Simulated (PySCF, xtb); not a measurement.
# Two structures of B2H3NSi

We compare I, a singlet given by its coordinates, with II, a singlet given by its coordinates. Both are isolated molecules in the gas phase, relaxed with B3LYP-D3(BJ)/def2-SVP.

I (Å):

```xyz
7

B     1.7257    0.3462   -0.9373
B    -0.0162   -1.2823    0.4277
N     0.7170   -0.3467   -0.2102
Si    1.6759   -1.9704   -0.3280
H     1.6061    0.4613   -2.1328
H     2.5970    0.9152   -0.3255
H    -1.0531   -1.3507    1.0143
```

Close contacts (Å): B1–N3 1.42, B1–Si4 2.40, B2–N3 1.35, B2–Si4 1.98, N3–Si4 1.89, B1–H5 1.21, B1–H6 1.21, B2–H7 1.19.

II (Å):

```
atom    x (Å)    y (Å)    z (Å)
   B  -1.4659   0.4027  -0.4898
   B  -1.3503  -1.0955   1.4611
   N  -1.9387  -0.5873   0.3321
  Si  -0.7662   0.8716   1.3830
   H  -1.5105   0.6747  -1.6512
   H  -1.2930  -2.1469   2.0234
   H  -1.8484   1.6881   2.0741
```

Close contacts (Å): B1–N3 1.37, B1–Si4 2.05, B2–N3 1.37, B2–Si4 2.05, B1–H5 1.19, B2–H6 1.19, Si4–H7 1.52.

Q: Which of the two would you expect CCSD(T)/def2-SVP + ΔMP2/def2-TZVPP electronic energies to favour?

A: Structure I; the calculation gives E(II) − E(I) = +50.2 kJ/mol.

The same difference at several levels:

| level | geometry | E(II) − E(I) (kJ/mol) | departure from the last row (kJ/mol) | job, with rough time for the two |
| --- | --- | --- | --- | --- |
| B3LYP-D3(BJ)/def2-SVP | B3LYP-D3(BJ)/def2-SVP | +50.8 | +0.5 | optimisation, 85 s |
| HF/def2-SVP | B3LYP-D3(BJ)/def2-SVP | +57.9 | +7.6 | part of the CCSD(T) run |
| MP2/def2-SVP | B3LYP-D3(BJ)/def2-SVP | +44.9 | −5.3 | part of the CCSD(T) run |
| CCSD(T)/def2-SVP | B3LYP-D3(BJ)/def2-SVP | +50.8 | +0.6 | single point |
| CCSD(T)/def2-SVP + ΔMP2/def2-TZVPP | B3LYP-D3(BJ)/def2-SVP | +50.2 |  | single point, 32 s |

None of the levels shown reverses the order. The largest departure from CCSD(T)/def2-SVP + ΔMP2/def2-TZVPP is that of HF/def2-SVP, 7.6 kJ/mol. No reliable frequencies are at hand for I, so it isn't confirmed as a minimum. Levels run at GFN2-xTB geometries aren't shown. The last row adds to CCSD(T) the change of the MP2 difference between the two basis sets, here −0.6 kJ/mol.

The T1 diagnostic of structure I is large, so the coupled-cluster value is less sure. The correlated steps freeze 8 core orbitals. Programs: PySCF 2.14.0, xtb 6.7.1; the last row on 2 threads of Arm Neoverse V1 on a shared host.
